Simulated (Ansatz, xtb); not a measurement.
# A geometry optimisation of BF2GeH4O+ with r2SCAN-D4/def2-SVP

The starting geometry of this gas-phase singlet was built from a drawn formula by distance geometry and a force field; its bonds are those of `[OH2+][BH][GeH]([F])[F]`.

```yaml
atoms:
  - { symbol: B, position_ang: [0.1859, -0.6196, -0.7416] }
  - { symbol: F, position_ang: [2.5955, -0.0673, -2.6222] }
  - { symbol: F, position_ang: [-0.0511, 0.6764, -3.5035] }
  - { symbol: Ge, position_ang: [1.0328, 0.5835, -2.1101] }
  - { symbol: O, position_ang: [-0.0769, -2.0347, -1.0867] }
  - { symbol: H, position_ang: [-1.0695, -2.1255, -0.9235] }
  - { symbol: H, position_ang: [0.3784, -2.5691, -0.4564] }
  - { symbol: H, position_ang: [0.0108, -0.2313, 0.3058] }
  - { symbol: H, position_ang: [1.2750, 1.9686, -1.5253] }
```

Problem. Predict what becomes of its bonds when it is optimised with r2SCAN-D4/def2-SVP.

Solution. It rearranges, giving a structure with F3 bridging Ge4 and H6, given below by its coordinates. Distances that change by over a tenth: F3–Ge4 (1.77 → 2.02 Å). Contacts that open: O5–H6 (1.01 → 1.58 Å). Contacts that close: F3–H6 (3.94 → 0.99 Å).

The energy falls by 1.98 eV over 25 steps:

```csv
step,E − E(last) (eV)
1,1.982
4,1.361
6,1.127
9,0.635
12,0.288
14,0.170
17,0.041
20,0.002
22,0.000
25,0.000
```

Final geometry (Å):

```xyz
9

B     0.5129   -0.7549   -0.2917
F     2.5722    0.1595   -2.4783
F    -0.1260   -0.4335   -3.0113
Ge    1.0809    0.6164   -1.7764
O    -0.2803   -1.6542   -0.9222
H    -0.4070   -1.1719   -2.4168
H    -0.6255   -2.4170   -0.4206
H     0.8352   -0.7936    0.8585
H     0.7183    2.0301   -2.2046
```

From the same start GFN2-xTB ends elsewhere, differing in B1–F2 (1.31 against 3.14 Å here), B1–Ge4 (2.55 against 2.10 Å here), F2–Ge4 (2.91 against 1.71 Å here), F3–H6 (2.32 against 0.99 Å here), O5–H6 (0.98 against 1.58 Å here).

No frequencies were run, so the end isn't proven a minimum. Run with Ansatz 0.2.0, 67 s on 2 threads of Intel(R) Xeon(R) Platinum 8259CL CPU @ 2.50GHz (Skylake/Cascade Lake), on a shared host.
